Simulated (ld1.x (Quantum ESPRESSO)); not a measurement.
# Building the ultrasoft potential for scandium (PBE, scalar-relativistic).

ld1.x (Quantum ESPRESSO) 7.5 input, shortened:

```
&input
   title='Sc', zed=21., rel=1, dft='PBE', iswitch=3,
   config='[Ar] 3d1 4s2 4p0'
 /
 &inputp
   pseudotype=3, tm=.true., lloc=-1, rcloc=2.00,
   nlcc=.false.
 /
6
4S  1  0   2.00   0.00  2.80  3.25  0.0
4S  1  0   0.00   0.95  2.80  3.25  0.0
4P  2  1   0.00   0.00  3.90  4.55  0.0
4P  2  1   0.00   0.30  3.90  4.55  0.0
3D  3  2   1.00   0.00  1.90  2.40  0.0
3D  3  2   0.00   0.80  1.90  2.40  0.0
 &test
   configts(1)='3d1 4s2 4p0'
 /
```

All-electron outer shells of the reference configuration (PBE, scalar-relativistic, ld1.x):

| shell | level (eV) | outermost node (bohr) | outermost maximum (bohr) |
| --- | --- | --- | --- |
| 3s | -55.04 | 0.42 | 0.92 |
| 3p | -33.63 | 0.39 | 0.97 |
| 4s | -4.18 | 1.33 | 3.14 |
| 3d | -3.23 | – | 1.10 |
| 4p | -1.47 | 1.49 | 4.03 |

Q: Does the generator finish with these settings?

A: Yes, a potential is produced and its reference levels are reproduced.

Q: Is the overlap operator S = 1 + Σ q|β⟩⟨β| positive definite (Bessel basis up to 400 Ry)?

A: Yes: its lowest eigenvalue is 0.39 (p channel).

Test run stopped at test 2 of 7 (negative rho), 1 before it not solved.

A Bessel basis up to 400 Ry misses an occupied level by 0.13 Ry, so cutoffs and ghosts were not judged.
